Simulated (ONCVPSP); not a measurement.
## Which change was made? (Lu, ONCV)

* Element: Lu (Z = 71)
* Generator: ONCVPSP 4.0.1
* Type: optimised norm-conserving Vanderbilt (ONCV)
* Functional: LDA (Perdew-Zunger)
* Relativity: scalar-relativistic
* Frozen core: [Kr] 4d10
* Valence charge: 25
* Reference configuration: 4f14 5s2 5p6 5d1 6s1.5 (charge +0.5)
* Partial waves: 5s+6s: rc 1.90 bohr, ncon 4, nbas 7, qcut 6 1/bohr, 2 projectors; 5p: rc 2.05 bohr, ncon 4, nbas 7, qcut 6.3 1/bohr, 2 projectors, debl 3.2 Ha; 5d: rc 2.25 bohr, ncon 4, nbas 8, qcut 4.9 1/bohr, 2 projectors, debl 1.4 Ha; 4f: rc 1.10 bohr, ncon 5, nbas 9, qcut 13.8 1/bohr, 3 projectors, debl 1.1 Ha
* Local potential: polynomial inside 1.10 bohr (lpopt 5, dvloc0 2 Ha)
* Core correction: none

Cutoffs, loose and tight: the cutoffs (Ha) at which the residual kinetic energy of the hardest occupied pseudo-wave falls to 1 and 0.1 mHa per electron. They do not see the model core or the augmentation charge, which bear on the density cutoff. Test errors are all-electron minus pseudo excitation energies from the reference, over the configurations 4f14 5s2 5p6 5d1 6s2; 4f14 5s2 5p6 5d1 6s1; 4f14 5s2 5p6 5d1 6s0; 4f14 5s2 5p5 5d1 6s2; variants that change the core or the reference have their own tests.

The base gives: outcome: generated; cutoff, loose: 214 Ha; cutoff, tight: 279 Ha; bound ghosts: none; GHOST(+) flags above zero: s, d, f; largest test error (meV): -57.

(1) After one change the result is: outcome: generated; cutoff, loose: 303 Ha; cutoff, tight: 339 Ha; bound ghosts: none; GHOST(+) flags above zero: s, p, f; largest test error (meV): -51. Which change was it?
A. all radii scaled by about 0.85 (s 1.62, p 1.76, d 1.92, f 0.94 bohr); local potential polynomial inside 0.94 bohr (lpopt 5, dvloc0 2 Ha)
B. all radii scaled by about 0.77 (s 1.46, p 1.58, d 1.72, f 0.84 bohr); local potential polynomial inside 0.84 bohr (lpopt 5, dvloc0 2 Ha)
C. all radii scaled by about 0.93 (s 1.76, p 1.90, d 2.08, f 1.02 bohr); local potential polynomial inside 1.02 bohr (lpopt 5, dvloc0 2 Ha)
D. all radii scaled by about 1.30 (s 2.48, p 2.66, d 2.92, f 1.44 bohr); local potential polynomial inside 1.44 bohr (lpopt 5, dvloc0 2 Ha)

Answers

(1) C. The others give: all radii scaled by about 1.30 (s 2.48, p 2.66, d 2.92, f 1.44 bohr); local potential polynomial inside 1.44 bohr (lpopt 5, dvloc0 2 Ha) → outcome: generated; cutoff, loose: 79 Ha; cutoff, tight: 86 Ha; bound ghosts: none; GHOST(+) flags above zero: none; largest test error (meV): -74 | all radii scaled by about 0.77 (s 1.46, p 1.58, d 1.72, f 0.84 bohr); local potential polynomial inside 0.84 bohr (lpopt 5, dvloc0 2 Ha) → outcome: generated; cutoff, loose: 487 Ha; cutoff, tight: 535 Ha; bound ghosts: s, f; GHOST(+) flags above zero: p, f; largest test error (meV): -46 | all radii scaled by about 0.85 (s 1.62, p 1.76, d 1.92, f 0.94 bohr); local potential polynomial inside 0.94 bohr (lpopt 5, dvloc0 2 Ha) → outcome: generated; cutoff, loose: 378 Ha; cutoff, tight: 413 Ha; bound ghosts: s; GHOST(+) flags above zero: p, f; largest test error (meV): -44.
